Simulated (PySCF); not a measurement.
Species: C8H10O.
SMILES: `C=CCC#CCC(C)=O`

Computed with PySCF at PBE0/def2-SVPD, non-relativistic, on one gas-phase PBE0-D3(BJ)/def2-SVP geometry that isn't relaxed in the solvent. The solvent is an IEF-PCM continuum (Bondi radii, 1.10 Å for H, scaled by 1.2), and excitations are vertical TDDFT with non-equilibrium linear response and a frozen core. The model holds no explicit solvent molecules, cavitation or dispersion.

Gas-phase singlets (H = HOMO, L = LUMO):

| state | E (eV) | λ (nm) | f | leading configuration |
| --- | --- | --- | --- | --- |
| S1 | 4.434 | 280 | 0.001 | H→L 82% |
| S2 | 5.834 | 213 | 0.005 | H-1→L 87% |
| S3 | 6.052 | 205 | 0.068 | H→L+1 62% |
| S4 | 6.191 | 200 | 0.002 | H-1→L+1 44% |
| S5 | 6.234 | 199 | 0.001 | H-1→L+1 31% |

Task: What are the lowest 5 singlets in chloroform (ε = 4.711)?

Result: 
| state | E (eV) | λ (nm) | f | leading configuration | change by rank (eV) |
| --- | --- | --- | --- | --- | --- |
| S1 | 4.515 | 275 | 0.001 | H→L 77% | +0.081 |
| S2 | 5.755 | 215 | 0.008 | H-1→L 89% | -0.079 |
| S3 | 6.086 | 204 | 0.045 | H-3→L 47% | +0.034 |
| S4 | 6.208 | 200 | 0.036 | H→L+1 35% | +0.017 |
| S5 | 6.272 | 198 | 0.025 | H-1→L+1 38% | +0.038 |

Task: The ground-state energy changes by -0.227 eV from gas to chloroform. By how much does the total energy of gas-phase S1 change?

Result: E(S1) = E(S0) + excitation energy, so it changes by -0.227 + 0.081 = -0.146 eV: it is lowered less than the ground state, which is what a blue shift means. This is the vertical state, with the slow part of the continuum still set for S0.

Task: How do the frontier levels move from gas to chloroform?

Result: 
```
orbital  gas (eV)  solvent (eV)  change (eV)
 LUMO+2      0.51          0.64        +0.13
 LUMO+1     -0.13          0.01        +0.14
   LUMO     -0.62         -0.66        -0.04
   HOMO     -7.13         -7.17        -0.04
 HOMO-1     -7.58         -7.51        +0.07
 HOMO-2     -7.93         -7.82        +0.11
 HOMO-3     -8.28         -8.29        -0.01
```

The HOMO–LUMO gap goes from 6.51 to 6.52 eV.

Conformer computed: `[CH2:1]=[CH:2][CH2:3][C:4]#[C:5][CH2:6][C:7]([CH3:8])=[O:9]`: C1–C2–C3–C4 121°, C5–C6–C7–C8 -28°.
